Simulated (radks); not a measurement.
Species: Ga4+. Configuration: [Ar] 3d9.

All-electron calculation, Dirac Kohn-Sham, PBEsol, spin-unpolarised, spherical densities, finite nucleus; open shells fill j = l - 1/2 first; Fermi nuclear charge, rms radius 3.9973 fm. Program: a radial shooting solver on a logarithmic mesh with Libxc functionals.

Energy parts (Ry):
part                       energy
total                 -3876.12242
kinetic                3953.01639
electron-nucleus      -9240.96078
Hartree                1556.70505
exchange-correlation   -144.88309

Orbitals (lengths in bohr, moments of r in powers of bohr; <r^-3> diverges for s and p1/2; r(max) is where P^2 peaks):
1s1/2: occ. 2; eigenvalue (Ry) -755.3945; <r^2> 0.003182; <r^4> 0.00002605; r(max) 0.03180
2s1/2: occ. 2; eigenvalue (Ry) -97.03361; <r^2> 0.05599; <r^4> 0.005445; r(max) 0.1826
2p1/2: occ. 2; eigenvalue (Ry) -86.42397; <r^2> 0.04360; <r^4> 0.003849; r(max) 0.1445
2p3/2: occ. 4; eigenvalue (Ry) -84.39398; <r^2> 0.04511; <r^4> 0.004093; <r^-3> 859.8; r(max) 0.1474
3s1/2: occ. 2; eigenvalue (Ry) -15.11228; <r^2> 0.4833; <r^4> 0.3752; r(max) 0.5636
3p1/2: occ. 2; eigenvalue (Ry) -11.66994; <r^2> 0.5181; <r^4> 0.4617; r(max) 0.5595
3p3/2: occ. 4; eigenvalue (Ry) -11.39750; <r^2> 0.5338; <r^4> 0.4899; <r^-3> 116.3; r(max) 0.5677
3d3/2: occ. 4; eigenvalue (Ry) -5.58291; <r^2> 0.6893; <r^4> 1.061; <r^-3> 13.06; r(max) 0.5232
3d5/2: occ. 5; eigenvalue (Ry) -5.54548; <r^2> 0.6970; <r^4> 1.084; <r^-3> 12.72; r(max) 0.5259

The highest occupied level is 3d5/2 at -75.450 eV. Summed over all electrons, <r^2> = 10.77 bohr^2, which gives a Langevin (diamagnetic) susceptibility term of -8.53 x 10^-6 cm^3/mol. The density falls to 0.001 e/bohr^3 at r = 2.38 bohr. For comparison, the ionisation energy in NIST's Atomic Spectra Database is 86.0 eV (semi-empirical). In exact Kohn-Sham theory the highest level is minus the ionisation energy, but local and semilocal functionals leave it too shallow, through self-interaction and a potential that decays too fast; potentials with the right tail come closer.

Beside tabulated values, note that spin-unpolarised runs miss the spin-polarisation part of the exchange energy of open shells.
